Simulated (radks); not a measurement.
Question: The table gives one normalised radial function P(r) = r R(r) (large component) of As+ in [Ar] 3d10 4s2 4p2 (r in bohr). Calculated with a radial shooting solver on a logarithmic mesh with Libxc functionals: Dirac Kohn-Sham, LDA (Slater exchange, Perdew-Wang correlation), spin-unpolarised, spherical densities, point nucleus; open shells fill j = l - 1/2 first.

| r | P |
|---|---|
| 0.005931 | 0.0001 |
| 0.007723 | 0.0002 |
| 0.01014 | 0.0005 |
| 0.01331 | 0.0011 |
| 0.01747 | 0.0023 |
| 0.02293 | 0.0049 |
| 0.03009 | 0.0102 |
| 0.0395 | 0.0210 |
| 0.05184 | 0.0419 |
| 0.06805 | 0.0806 |
| 0.08932 | 0.1487 |
| 0.1163 | 0.2560 |
| 0.1527 | 0.4202 |
| 0.2004 | 0.6379 |
| 0.263 | 0.8820 |
| 0.3452 | 1.0934 |
| 0.4532 | 1.1974 |
| 0.5948 | 1.1463 |
| 0.7807 | 0.9536 |
| 1.025 | 0.6832 |
| 1.345 | 0.4134 |
| 1.766 | 0.2044 |
| 2.299 | 0.0809 |
| 3.018 | 0.0225 |
| 3.961 | 0.0041 |
| 5.199 | 0.0004 |
| 6.824 | 0.0000 |

Which n and l does it have? It may be an empty orbital.

Answer: n = 3, l = 2: the number of nodes gives n - l - 1 = 0, the rise at small r points to l (this Dirac orbital starts as r^gamma with gamma = sqrt((l + 1)^2 - (Z/c)^2) = 2.99; the j = 5/2 orbital of l + 1 starts with the same power, but with a smaller coefficient, and then steepens), and the extent must fit the shell. The curve is that of 3d5/2; the two j differ most near the nucleus, where j = l - 1/2 has the larger amplitude, and in heavy atoms j = l - 1/2 is also the more compact. 3d5/2: eigenvalue -50.191 eV, 0 radial nodes, <r> = 0.680 bohr, 90 % of the charge inside 1.14 bohr.
